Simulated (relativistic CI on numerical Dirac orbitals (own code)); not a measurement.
Hyperfine structure of Br¹⁷⁺, mass number 81

Computed by Dirac-Coulomb-Breit CI, separate exchange-only KLI orbitals for each configuration, model QED (radiative potential, 1s self-energy scaled to tabulated hydrogen-like ionisation energies), unscaled Slater integrals (own radial code, finite nucleus).

Configurations in the expansion (outside the closed core [Ne]): 3s²3p⁶, 3s²3p⁵3d, 3s3p⁶3d, 3s²3p⁵4s, 3s²3p⁵4p, 3s²3p⁵4d, 3s3p⁶4s, 3s²3p⁵4f, 3p⁶3d², 3p⁵3d³, 3p⁵3d²4s, 3p⁵3d²4p, 3p⁵3d²4d, 3p⁶3d4s, 3p⁵3d4s², 3p⁵3d4s4p, 3p⁵3d4s4d. Double excitations out of closed p, d and f shells are left out; levels of such configurations are missing from the list, as are those of other unlisted configurations, and high levels can miss mixing partners. These lack a partner that the ground configuration has and come out too high: 3s²3p⁵4f.

Nuclear spin I = 3/2, μ = 2.2686 μN, Q = 0.2579 b (tables of Stone and Pyykkö). The electronic factors are computed for point nuclear moments, without core polarisation or the Bohr-Weisskopf and QED corrections.

```
        Level   E (eV)  A (MHz)  B (MHz)
3s²3p⁵3d ³P°1   85.421     3766      659
3s²3p⁵3d ³P°2   88.229     1540     1010
3s²3p⁵3d ³F°4   89.337     9816    -5020
3s²3p⁵3d ³F°3   89.769    14890    -5490
3s²3p⁵3d ³F°2   91.921    17960    -2700
3s²3p⁵3d ³D°3   95.953     8716     2210
3s²3p⁵3d ³D°1   99.103    -1164     1870
3s²3p⁵3d ³D°2  102.185    -7542     3610
```

Levels with J = 0, under 50 % of one LS term, or S terms without an open s electron are left out. Small factors come from cancelling terms and can be off by tens of per cent or more.

At this charge energies of transitions that change n are usually good to better than 1 %, and those within a shell (Δn = 0) to a few per cent.

Q: Give the hyperfine levels of 3s²3p⁵3d ³F°4 relative to its centre of gravity.

A: With K = F(F + 1) − I(I + 1) − J(J + 1), E = AK/2 + B[¾K(K + 1) − I(I + 1)J(J + 1)]/[2I(2I − 1)J(2J − 1)]: F = 5/2: -76090, F = 7/2: -38280, F = 9/2: 7106, F = 11/2: 57640 MHz.

LS names give the leading component of a level, which can be under half, so a name can repeat, a term be missing and a line seem to break the LS rules.
